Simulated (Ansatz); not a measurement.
Diatomic HfCl, multiplicity 2 (lowest of 2S+1 = 2, 4, 6 at CCSD(T)/def2-TZVPP on PBE0 minima; our sources give no spin for the ground state, which may be another). No spin–orbit coupling. The T1 diagnostic near the minimum is 0.059, so single-reference values are doubtful.

The constants come from a fifth-degree fit in 1/R (seven points, main isotopes). In def2 and cc sets the state is the lowest found near the PBE0 minimum, followed along R.

Codes used: Ansatz (Gaussian basis) for Hartree–Fock, density functionals and correlated methods. Values without a source in brackets are computed. In def2 rows elements past Kr take small-core potentials, without spin–orbit coupling.

Energies at wB97M-V/def2-TZVPP:

```
R (Å)       E (hartree)
--------  -------------
2.141530  -508.08031478
2.199098  -508.08678800
2.252060  -508.09009782
2.311931  -508.09140727
2.371802  -508.09068082
2.440883  -508.08791096
2.521479  -508.08277002
```

Problem. With a reduced mass of 29.2791 u, find the minimum, the force constant and the constants.

Solution. A fifth-degree polynomial in 1/R puts the minimum at r_e = 2.3181 Å with force constant 240 N/m. Then ω_e = (1/2πc)√(k/μ) = 373 cm⁻¹ and B_e = h/(8π²cμr_e²) = 0.1071 cm⁻¹; the cubic and quartic terms give α_e = 0.00042 and ω_e x_e = 1.1 cm⁻¹.

Ansatz is a quantum-chemistry and plane-wave program.
